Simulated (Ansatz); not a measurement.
The lowest singlet and triplet of AlCl (SMILES [Al][Cl]); geometries from B3LYP-D3(BJ)/def2-TZVP, each state relaxed from the structure named, with no frequency check.
Singlet at the triplet's geometry (charge 0, multiplicity 1):
```xyz
2

Al     0.00000     0.00000    -1.20443
Cl     0.00000     0.00000     0.92103
```

A positive gap puts the triplet lower; no zero-point energy. R- takes a restricted singlet. The triplet is unrestricted in single-reference levels. Active spaces average the two states.

Frozen-core correlation.

Codes used: Ansatz (an electronic-structure program). Each number belongs to the level named beside it.

Q: What is the computed gap E(singlet) − E(triplet), vertical, at the triplet's geometry (R-MP2/cc-pV(T+d)Z)?

A: -2.79 eV
